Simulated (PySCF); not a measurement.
Atomic charges by several schemes

Species: C9H16O.
Geometry (GFN2-xTB, Å), atoms numbered from 1 in this order:
```xyz
26
C9H16O angstrom
C      3.0572    0.4789   -0.4185
O      1.9533   -0.3362   -0.7029
C      1.0019   -0.4501    0.3424
C      0.0846   -1.6266   -0.0079
C     -0.9500   -1.2606   -1.0713
C     -1.6168    0.0808   -0.7628
C     -2.1528    0.1334    0.6753
C     -0.9686    0.6235    1.5312
C      0.1833    0.8398    0.5409
C     -0.5387    1.1611   -0.7642
H      2.7873    1.5395   -0.3572
H      3.7589    0.3403   -1.2397
H      3.5388    0.1827    0.5228
H      1.5381   -0.6814    1.2816
H      0.7080   -2.4463   -0.3685
H     -0.4164   -1.9613    0.9002
H     -1.7008   -2.0521   -1.1308
H     -0.4568   -1.1914   -2.0423
H     -2.4046    0.2736   -1.4953
H     -2.9826    0.8381    0.7381
H     -2.5222   -0.8389    0.9983
H     -0.6967   -0.0862    2.3123
H     -1.2155    1.5683    2.0171
H      0.8453    1.6448    0.8695
H     -0.9783    2.1592   -0.7292
H      0.1230    1.0900   -1.6257
```

Density: PBE0/pcSseg-1 (PySCF); schemes: Mulliken, IAO, Hirshfeld and ESP-fitted. One conformer (not necessarily the lowest) at the GFN2-xTB geometry, without solvent, vibrations or thermal averaging.

**Question.** Atoms with like bonding are taken together and averaged. Do the Mulliken, IAO, Hirshfeld and ESP-fitted schemes agree on where the charge is highest?

**Answer.** The schemes don't all agree: Mulliken H15 and H26 (+0.127); IAO H15 (+0.147); Hirshfeld C3 (+0.046); ESP-fitted C3 (+0.132).

**Question.** At which atom do the 4 schemes differ most?

**Answer.** At C6: from -0.337 (Mulliken) to +0.105 e (ESP-fitted), 0.442 e apart.

**Question.** For which atoms does the sign change between the 4 schemes (beyond +0.03 e in one, beyond −0.03 e in another)?

**Answer.** C6 and C9.

**Question.** Tabulate the Mulliken, IAO, Hirshfeld and ESP-fitted charges.

**Answer.** In e; atoms taken as equivalent share a row and are averaged (×n: the atom named and its like, n in all):

```csv
atom,environment,Mulliken,IAO,Hirshfeld,ESP-fitted
C1,methoxy carbon,-0.017,-0.199,-0.042,-0.222
O2,ether oxygen,-0.513,-0.400,-0.131,-0.249
C3,sp3 carbon bound to oxygen,+0.075,+0.090,+0.046,+0.132
C4,ring CH2 carbon,-0.179,-0.266,-0.076,-0.258
C5,ring CH2 carbon,-0.126,-0.259,-0.072,-0.161
C6,sp3 carbon at a ring junction,-0.337,-0.107,-0.026,+0.105
C7,ring CH2 carbon,-0.145,-0.272,-0.072,-0.136
C8,ring CH2 carbon,-0.137,-0.270,-0.071,-0.196
C9,sp3 carbon at a ring junction,-0.328,-0.128,-0.037,+0.071
C10,ring CH2 carbon,-0.072,-0.268,-0.081,-0.211
H11/H12/H13,methyl hydrogen,+0.098,+0.131,+0.039,+0.106
H14,methine hydrogen,+0.096,+0.103,+0.026,+0.038
H15,methylene hydrogen,+0.127,+0.147,+0.038,+0.087
H16,methylene hydrogen,+0.121,+0.129,+0.037,+0.126
H17,methylene hydrogen,+0.115,+0.129,+0.035,+0.066
H18,methylene hydrogen,+0.123,+0.136,+0.036,+0.071
H19,methine hydrogen,+0.100,+0.128,+0.035,+0.004
H20,methylene hydrogen,+0.120,+0.135,+0.036,+0.059
H21,methylene hydrogen,+0.112,+0.129,+0.034,+0.055
H22,methylene hydrogen,+0.111,+0.128,+0.034,+0.050
H23,methylene hydrogen,+0.120,+0.136,+0.037,+0.082
H24,methine hydrogen,+0.104,+0.123,+0.031,+0.017
H25,methylene hydrogen,+0.109,+0.126,+0.035,+0.076
H26,methylene hydrogen,+0.127,+0.139,+0.032,+0.073
```

Mean size of the charges over all atoms: IAO 0.167 e, Mulliken 0.143 e, ESP-fitted 0.110 e, Hirshfeld 0.047 e. Each set sums to the total charge, 0, to within 0.001 e. The ESP scheme is a least-squares fit of atom-centred charges to the potential on four shells outside the van der Waals surface, with the total charge fixed. The Hirshfeld scheme weights the molecular density at each point by an atom's share of the summed free-atom densities.

Some averages cover members that differ in this geometry: H11/H12/H13, IAO +0.118 to +0.156; H11/H12/H13, Mulliken +0.084 to +0.118; H11/H12/H13, ESP-fitted +0.094 to +0.126 e.

**Question.** Sum the charges by element, for elements with more than one atom.

**Answer.** 
```csv
element,atoms,Mulliken,IAO,Hirshfeld,ESP-fitted
C,9,-1.266,-1.678,-0.430,-0.876
H,16,+1.780,+2.078,+0.561,+1.125
```

**Question.** How many electrons does the ESP-fitted scheme count on C1?

**Answer.** Z − q = 6 − (-0.222) = 6.222.

**Question.** How closely do the schemes follow one another over all atoms?

**Answer.** Correlation coefficient and root-mean-square difference: IAO with Hirshfeld 0.99, 0.131 e; Hirshfeld with ESP-fitted 0.89, 0.087 e; IAO with ESP-fitted 0.88, 0.091 e; Mulliken with Hirshfeld 0.87, 0.131 e; Mulliken with IAO 0.85, 0.097 e; Mulliken with ESP-fitted 0.58, 0.145 e.
